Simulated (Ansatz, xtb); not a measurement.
## Relaxing a trial structure of C2H3I

The starting geometry of this gas-phase singlet was built from a drawn formula by distance geometry and a force field; its bonds are those of `[CH]CI`.

```xyz
6

C     0.0570   -0.7542    1.1893
C     1.2636   -1.5800    1.4190
I     1.7702   -1.3804    3.4776
H    -0.8313   -0.1454    1.0432
H     0.9901   -2.6105    1.1306
H     2.0503   -1.1735    0.7393
```

Q: Predict what becomes of its bonds when it is optimised with r2SCAN-D4/def2-SVP.

A: It rearranges to `C=CI`. Distances that change by over a tenth: C1–C2 (1.48 → 1.33 Å). Contacts that open: C2–H6 (1.12 → 2.10 Å). Contacts that close: C1–H6 (2.09 → 1.10 Å).

The energy falls by 4.97 eV over 25 steps:

```json
{"step": "1", "E − E(last) (eV)": "4.974"}
{"step": "4", "E − E(last) (eV)": "3.474"}
{"step": "6", "E − E(last) (eV)": "3.260"}
{"step": "9", "E − E(last) (eV)": "3.131"}
{"step": "12", "E − E(last) (eV)": "3.005"}
{"step": "14", "E − E(last) (eV)": "2.783"}
{"step": "17", "E − E(last) (eV)": "0.948"}
{"step": "20", "E − E(last) (eV)": "0.118"}
{"step": "22", "E − E(last) (eV)": "0.004"}
{"step": "25", "E − E(last) (eV)": "0.000"}
```

Final geometry (Å):

```xyz
6

C     0.5612   -0.8075    0.9559
C     1.1638   -1.7306    1.7024
I     1.3224   -1.6203    3.7989
H     0.0970    0.0889    1.3760
H     1.6322   -2.6318    1.2966
H     0.5234   -0.9429   -0.1309
```

From the same start GFN2-xTB ends elsewhere, in pieces: C2H2 + HI.

No frequencies were run, so the end isn't proven a minimum. Atoms past krypton carry core potentials, without spin–orbit terms. Run with Ansatz 0.2.0, 50 s on 2 threads of Intel(R) Xeon(R) Processor @ 2.50GHz (Skylake/Cascade Lake), on a shared host.
